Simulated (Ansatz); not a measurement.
Stepwise reaction of `C[S][Cd][S]C` with ammonia, as a gas-phase model of exchange steps in deposition or etching. ΔE in kJ/mol.

Computed with Ansatz on PBE0-D4/def2-TZVP structures; ΔE is electronic, products minus reactants. CCSD(T)/CBS adds triple-zeta CCSD(T) − MP2 to the extrapolated MP2 energy (def2 sets, frozen cores). This one scheme is used for every species. Functionals use def2-TZVPP. B3LYP here is the variant with VWN-RPA as its local correlation; programs differ in this. def2 core potentials past Kr. For Cd outer-core shells are correlated without core-valence functions, which leaves a few kJ/mol of doubt a bond. One conformer a species, not always the lowest.

```json
{"step": "2", "reaction": "`C[S][Cd][NH2]` + NH₃ → `[NH2][Cd][NH2]` + CH₃SH", "PBE-D4": "88.9", "B3LYP-D4": "90.2", "ωB97M-V": "89.9", "CCSD(T)/CBS": "91.0"}
```

Give the row of step 1, `C[S][Cd][S]C` + NH₃ → `C[S][Cd][NH2]` + CH₃SH. (An estimate is asked.)

Ansatz gave: 
| step | reaction | PBE-D4 | B3LYP-D4 | ωB97M-V | CCSD(T)/CBS |
| --- | --- | --- | --- | --- | --- |
| 1 | `C[S][Cd][S]C` + NH₃ → `C[S][Cd][NH2]` + CH₃SH | 90.2 | 91.6 | 90.1 | 92.0 |

By hand: ΔE of the 2 steps together at CCSD(T)/CBS.

(92.0) + (91.0) = 183.0 kJ/mol, or 91.5 kJ/mol a step.

In ΔE the steps differ by no more than 1.0 kJ/mol. All are uphill at CCSD(T)/CBS. PBE-D4 differs from CCSD(T)/CBS by -2.1 to -1.8 kJ/mol a step. Isolated molecules leave out the surface, adducts and barriers. Largest T1 diagnostic: 0.014.
